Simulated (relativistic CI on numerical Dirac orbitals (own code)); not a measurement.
**Pt⁴⁺: 5d valence photoemission**

Computed with this model: Dirac-Coulomb-Breit CI, orbitals from a KLI potential per configuration, model QED (radiative potential, 1s self-energy scaled to tabulated hydrogen-like ionisation energies), valence Slater integrals scaled by 0.9, multiplet model of photoemission in the sudden approximation; configurations [Xe] 4f14 5d6 → [Xe] 4f14 5d5; 300 K; Lorentzian 0.3 eV and Gaussian 0.5 eV FWHM. Energies are those of the free ion, without screening or charge transfer. The energies are binding energies and can lie tens of eV above those of solids. S is read from ⟨S²⟩ = S(S + 1).

Field parameters in Wybourne normalisation: D3d B²₀ = −7Dσ, B⁴₀ = −14Dq − 21Dτ, B⁴₃ = −14√(10/7) Dq; D4h B²₀ = −7Ds, B⁴₀ = 21(Dq − Dt), B⁴₄ = 21√(5/14) Dq; Oh B⁴₀ = 21Dq, B⁴₄ = √(5/14) B⁴₀; Td as Oh with Dq negative (B⁴₀ = 21Dq, B⁴₄ = √(5/14) B⁴₀). The field is a parameter set, without covalency.

free ion: ground-state S = 1.84, centroid 59.60 eV. Peaks (eV, height): 56.8 (50), 59.3 (28), 60.2 (100), 62.2 (13), 63.1 (8).

Td, 10Dq = -7450 cm⁻¹: ground-state S = 1.83, centroid 59.65 eV. Peaks (eV, height): 57.0 (69), 59.1 (41), 60.3 (100), 63.3 (9).

D3d, 10Dq = 15450, Dσ = 90, Dτ = -360 cm⁻¹: ground-state S = 1.12, centroid 59.50 eV. Peaks (eV, height): 57.5 (65), 58.7 (37), 59.7 (100), 62.9 (9).

D4h, 10Dq = 14250, Ds = 2790, Dt = -50 cm⁻¹: ground-state S = 1.28, centroid 59.58 eV. Peaks (eV, height): 57.7 (100), 58.7 (55), 60.1 (97).

Oh, 10Dq = 30050 cm⁻¹: ground-state S = 0.33, centroid 60.02 eV. Peaks (eV, height): 58.9 (61), 60.2 (100).

Strongest unbroadened transitions for D3d, 10Dq = 15450, Dσ = 90, Dτ = -360 cm⁻¹:

| Energy (eV) | Relative strength |
| --- | --- |
| 57.49 | 100.0 |
| 57.62 | 17.2 |
| 57.63 | 19.4 |
| 58.64 | 62.2 |
| 59.45 | 19.8 |
| 59.61 | 52.7 |
| 59.65 | 44.5 |
| 59.71 | 75.9 |
| 59.96 | 6.2 |
| 60.11 | 38.5 |
| 60.46 | 7.4 |
| 60.47 | 10.4 |
| 60.63 | 7.3 |
| 60.67 | 14.0 |
| 60.87 | 6.8 |
| 61.01 | 9.9 |
| 61.37 | 6.0 |
| 61.85 | 5.9 |
